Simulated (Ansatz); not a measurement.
A made-up structure of CH₃NTe, closed shell:

```
atom    x (Å)    y (Å)    z (Å)
  N1  -1.4101   0.3142  -0.8277
  C2  -0.1690  -0.0366  -0.2644
 Te3   0.3701   0.6825   1.9180
  H4  -1.5269  -0.1041  -1.8843
  H5   0.7066  -0.7056  -0.8039
  H6   2.0293  -0.1504   1.8623
```

It is relaxed with PBE-D4/def2-SVP and then PBE0-D4/def2-TZVP (Ansatz 0.2.0). Atoms count as bonded within 1.22 times the sum of their covalent radii (H–H: 0.88 Å). The end point is not checked to be a true minimum.

Question: Does its bonding change? (A judgement: the text doesn't fix the answer.)

Answer: By the calculation: No: no bond forms or breaks.

Where it ends: The first stage lowers the energy by 1.34 eV in 6 steps. It ends as CH₃NTe ([NH][CH][TeH]):
| atom | x (Å) | y (Å) | z (Å) |
| --- | --- | --- | --- |
| N1 | -1.2590 | 0.2805 | -0.7391 |
| C2 | -0.1508 | -0.0328 | -0.2361 |
| Te3 | 0.3304 | 0.6095 | 1.7124 |
| H4 | -1.3634 | -0.0930 | -1.6825 |
| H5 | 0.6309 | -0.6301 | -0.7178 |
| H6 | 1.8119 | -0.1340 | 1.6631 |

Labels in which every atom is bracketed show which atoms are joined, not bond orders.

For scale, one of the runs: PBE0-D4/def2-TZVP relaxation, 130 basis functions, launched by `ansatz run in.yaml --threads 2 --pin off --events-out ev --progress --plain --max-ram 4352MiB`. The run took about 19 s on 2 CPU threads of an Arm Neoverse V2 (shared host).
